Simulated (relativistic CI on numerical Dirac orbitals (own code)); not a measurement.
## Hyperfine structure of In XXX, mass number 113

Calculated at this level of theory: Dirac-Coulomb-Breit CI, KLI orbitals optimised for each configuration, a model potential for QED, unscaled Slater integrals (own radial code, finite nucleus).

CI space (outside the closed core [Ne]): 3s2 3p6 3d2, 3s2 3p5 3d3, 3s 3p6 3d3, 3s2 3p6 3d 4s, 3s2 3p6 3d 4p, 3s2 3p6 3d 4d, 3s2 3p5 3d2 4s, 3s2 3p6 3d 4f, 3s2 3p5 3d2 4p, 3s2 3p5 3d2 4d, 3p6 3d4, 3p5 3d5, 3p5 3d4 4s, 3p6 3d3 4s, 3p5 3d3 4s2. Double excitations out of closed p, d and f shells are left out; levels of such configurations are missing from the list, as are those of other unlisted configurations, and high levels can miss mixing partners. These lack a partner that the ground configuration has and come out too high: 3s2 3p5 3d2 4p, 3s2 3p5 3d2 4d.

Nuclear spin I = 9/2, μ = 5.5208 μN, Q = 0.761 b (tables of Stone and Pyykkö). The electronic factors are computed for point nuclear moments, without core polarisation or the Bohr-Weisskopf and QED corrections.

```tsv
Level	E (cm⁻¹)	A (MHz)	B (MHz)
3s2 3p6 3d2 3F_2	0	27990	2780
3s2 3p6 3d2 3F_3	67635	16370	5270
3s2 3p6 3d2 3F_4	114195	14880	12300
3s2 3p6 3d2 3P_1	137069	-335.8	5130
3s2 3p6 3d2 1G_4	193110	14400	24500
3s2 3p6 3d2 3P_2	209151	11310	-8800
3s2 3p5 3d3 5D°_1	1227291	44480	30500
3s2 3p5 3d3 5F°_3	1249603	27530	-9230
```

Levels with J = 0, under 50 % of one LS term, or S terms without an open s electron are left out. Small factors come from cancelling terms and can be off by tens of per cent or more.

At this charge energies of transitions that change n are usually good to better than 1 %, and those within a shell (Δn = 0) to a few per cent. Terms inside the open d or f shell come out 10 to 20 % too wide with unscaled integrals.

Task: Give the hyperfine levels of 3s2 3p6 3d2 3F_2 relative to its centre of gravity.

Result: With K = F(F + 1) − I(I + 1) − J(J + 1), E = AK/2 + B[¾K(K + 1) − I(I + 1)J(J + 1)]/[2I(2I − 1)J(2J − 1)]: F = 5/2: -306600, F = 7/2: -209900, F = 9/2: -84780, F = 11/2: 69170, F = 13/2: 252600 MHz.

LS names give the leading component of a level, which can be under half, so a name can repeat, a term be missing and a line seem to break the LS rules.
